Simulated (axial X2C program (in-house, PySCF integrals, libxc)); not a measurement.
Low determinants of CaSe at the PBE0 level, scalar-relativistic

Calculated with an in-house relativistic program for diatomic molecules. Spin-free means the one-electron spin-free X2C Hamiltonian. Basis: Se dyall-cv3z [8s9p6d4f1g], Ca dyall-cv3z [11s12p6d4f] (cores contracted in-house); Gaussian nuclei, density fitting, unrestricted open shells. Masses: Se 79.917 u, Ca 39.963 u.

Search at 2.432 Å (vertical energies from the lowest determinant):

```csv
ΔE (eV),state,electrons beyond evenly filled partner blocks,"electrons in σ, π, δ, φ"
0.00,"M_S = 0, Λ = 0",closed shell,26 24 4 0
1.11,"M_S = 1, Λ = 1","σα, π+α, π+β, π-α",27 23 4 0
1.13,"M_S = 0, Λ = 1","σβ, π+α, π+β, π-α",27 23 4 0
1.46,"M_S = 1, Λ = 0",2 × σα,26 24 4 0
2.87,"M_S = 0, Λ = 2","π+α, 2 × π+β, π-α",26 24 4 0
2.88,"M_S = 1, Λ = 2","2 × π+α, π+β, π-α",26 24 4 0
2.88,"M_S = 1, Λ = 0","π+α, π+β, 2 × π-α",26 24 4 0
```

Lowest determinant, M_S = 0, Λ = 0 (closed shell): Re = 2.427 Å, ωe = 367.6 cm⁻¹.

The determinant in row 2 of the search, M_S = 1, Λ = 1 (beyond evenly filled blocks: σα, π+α, π+β, π-α), was followed along the bond at PBE0; measured from the minimum of the lowest determinant it gives:

Te = 0.803 eV (6478 cm⁻¹), Re = 2.696 Å, ωe = 257.1 cm⁻¹.

**Question.** Compare the bond of the determinant in row 2 with that of the lowest one.

**Answer.** At PBE0 its Re is 0.269 Å longer and its force constant, which goes as ωe², is 0.49 times that of the lowest determinant. T0 ≈ Te + Δωe/2 = 6478 + (-55) = 6423 cm⁻¹.

The search compares states at one distance, so a state with another bond length can lie lower; it is not exhaustive and yields mostly the lowest determinant of each block pattern, so other components and higher states of one pattern are missing. These are energies of single determinants, not of spin-adapted states; PBE0 term energies can be off by some tenths of an eV, and the functional has no current term.
